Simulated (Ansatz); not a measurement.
The same path of AlBClH5Si (9 atoms, charge 0, multiplicity 1) was run twice with different band settings. The coordinate that changes most is the dihedral H5–Si1–Al2–B3.

All numbers below come from RKS r2SCAN/STO-3G in Ansatz 0.2.0.

Relaxed end points:

```xyz
9
Properties=species:S:1:pos:R:3
Si -0.506 1.454 -0.766
Al 0.863 -0.074 0.275
B 0.215 -1.948 0.681
Cl -0.607 -2.360 2.222
H -1.477 0.850 -1.655
H -1.276 2.219 0.195
H 0.215 2.427 -1.561
H 2.270 0.309 0.652
H 0.303 -2.877 -0.041
```

```xyz
9
Properties=species:S:1:pos:R:3
Si -0.510 1.443 -0.779
Al 0.879 -0.237 -0.044
B 0.131 -1.867 0.892
Cl -0.100 -1.922 2.672
H -0.028 2.109 -1.972
H -1.852 0.992 -1.086
H -0.662 2.481 0.221
H 2.366 -0.137 -0.268
H -0.224 -2.862 0.365
```

Common settings: movable images 7; climbing image yes; spring 5.0 eV/Å²; optimiser quadratic models (default); force threshold 0.05 eV/Å; iteration limit 60; end points relaxed.

| run | start path |
| --- | --- |
| 1 | through a guess of the saddle point |
| 2 | straight line |

What does each run give, and how far can it be trusted?

Run 1: converged after 48 iterations, highest image 0.001 eV above the first end. The top lies less than 8 meV above the higher end, about what the thresholds resolve: the motion is nearly free. A vibrational analysis at the climbing image gives no mode beyond 40i cm⁻¹: the surface is too flat there to confirm a saddle point.
Run 2: converged after 7 iterations, highest image 0.001 eV above the first end. The top lies less than 8 meV above the higher end, about what the thresholds resolve: the motion is nearly free. Another band between the same ends (7 images) ends at a top of the same energy, where a vibrational analysis finds no clearly imaginary modes.
Limits of this set-up: minimal basis.
